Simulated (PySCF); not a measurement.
## Magnetic susceptibility: B$_{9}$ClH$_{10}$S

Geometry (Å), atoms numbered from 1 in this order:
```xyz
21

B     1.871   -0.124   -0.040
B    -0.754    0.694   -1.271
B     0.715    1.180   -0.380
B    -0.823    0.989    0.532
B     0.887   -1.377    0.855
S     1.203   -1.745   -0.942
B    -0.793   -0.691    1.249
B     0.923   -0.026   -1.600
B     0.691    0.301    1.217
B    -1.829   -0.223   -0.150
H     3.039   -0.044    0.022
H    -1.210    1.432   -2.064
H     1.116    2.271   -0.552
H    -1.295    1.935    1.044
H     1.316   -2.218    1.554
H    -1.276   -0.960    2.286
H     1.380    0.108   -2.674
H     1.074    0.735    2.240
Cl   -3.605   -0.359   -0.251
H    -1.327   -1.430    0.355
H    -1.303   -0.448   -1.429
```

Computed with PySCF, GIAO BP86/def2-SVP magnetisability, rotational g tensor and spin-rotation constants, non-relativistic, gas phase. Geometry: GFN2-xTB.

(1) How diamagnetic is it, and how anisotropic?

(2) Split it along the inertial axes a, b, c into diamagnetic and paramagnetic parts about the centre of mass, with the quadrupole moment.

(3) And the rotational g tensor?

Results:

(1) Isotropic -2224 × 10⁻³⁰ J/T², or -133.9 × 10⁻⁶ cm³/mol; principal values -2631, -2021, -2020 × 10⁻³⁰ J/T², anisotropy 610 × 10⁻³⁰ J/T² (root of half the summed squared differences of the principal values). The susceptibility is in cgs units.

(2) 
| axis | χ (10⁻⁶ cm³/mol) | diamagnetic (10⁻⁶ cm³/mol) | paramagnetic (10⁻⁶ cm³/mol) | summed x² of all electrons (Å²) | quadrupole Θ (D Å) |
| --- | --- | --- | --- | --- | --- |
| a | -142.0 | -852.2 | 710.2 | 331.7 | -2.03 |
| b | -138.2 | -1821.4 | 1683.2 | 103.2 | +2.92 |
| c | -121.6 | -1845.2 | 1723.6 | 97.6 | -0.89 |

Anisotropies 2χaa − χbb − χcc = -24.1 and 2χbb − χaa − χcc = -12.8 × 10⁻⁶ cm³/mol. Θ is traceless in Buckingham's convention.

(3) 
```tsv
axis	rotational constant (GHz)	g	nuclear part	electronic part
a	1.6995	-0.0061	0.5610	-0.5671
b	0.6624	-0.0044	0.5193	-0.5238
c	0.6450	-0.0087	0.5136	-0.5223
```
Asymmetric top; isotopes 11B, 35Cl, 1H, 32S; no vibrational averaging.
